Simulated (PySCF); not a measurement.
A structure optimised at PBE-D3(BJ)/def2-SVP, used in a PySCF frequency run:

```xyz
9

C     -0.0268    -1.9527     0.0000
O     -0.7690    -0.7283     0.0000
C     -0.0350     0.4021     0.0000
F      0.7738     0.4983     1.0881
F     -0.8718     1.4430     0.0000
F      0.7738     0.4983    -1.0881
H      0.6080    -2.0308    -0.9065
H      0.6080    -2.0308     0.9065
H     -0.7749    -2.7646     0.0000
```
Charge 0, spin multiplicity 1.

Task: Write its SMILES, formula and point group.

Result: COC(F)(F)F, C2H3F3O, Cs

Task: What are its rotational constants (standard atomic weights)?

Result: 5.3382, 3.0254, 3.0006 GHz
